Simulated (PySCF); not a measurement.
Species: C₃H₃F₃O₂.
SMILES: `FC(F)O[C@@H]1O[C@@H]1F`

Torsions of this conformer, `[F:1][CH:2]([F:3])[O:4][C@@H:5]1[O:6][C@@H:7]1[F:8]`: F1–C2–O4–C5 108°, C2–O4–C5–O6 26°.

The closed-shell ground state was solved at several levels (PySCF, density fitting, gas phase, non-relativistic). Geometry: GFN2-xTB, one conformer, isolated molecule.

| level | basis functions | total energy (Eh) | HOMO (eV) | LUMO (eV) | gap (eV) | dipole (D) |
| --- | --- | --- | --- | --- | --- | --- |
| PBE0/pcSseg-1 | 151 | -565.4327 | -8.65 | 1.40 | 10.05 | 3.36 |
| wB97X-D/def2-SVPD | 199 | -565.4892 | -10.73 | 2.16 | 12.89 | 3.41 |

Question: Estimate the row for B3LYP/pcJ-1, a basis of 246 functions; the other rows only guide the guess.

Answer: Total energy -566.0505 Eh, HOMO -8.41 eV, LUMO 1.03 eV, gap 9.44 eV, dipole 3.37 D.

Question: Over all these levels, which gives the widest orbital gap and which the narrowest?

Answer: wB97X-D/def2-SVPD (range-separated hybrid) has the widest, 12.89 eV, and B3LYP/pcJ-1 (global hybrid, 20 % exact exchange) the narrowest, 9.44 eV. Functional and basis both differ between the two, so the spread mixes both effects.

Question: How far do the dipole and the HOMO energy spread over the levels?

Answer: The dipole runs from 3.36 to 3.41 D (mean 3.38 D) and the HOMO from -10.73 to -8.41 eV.

wB97X-D is run here without its empirical dispersion term; that term would change no orbital, density or response property at a fixed geometry.
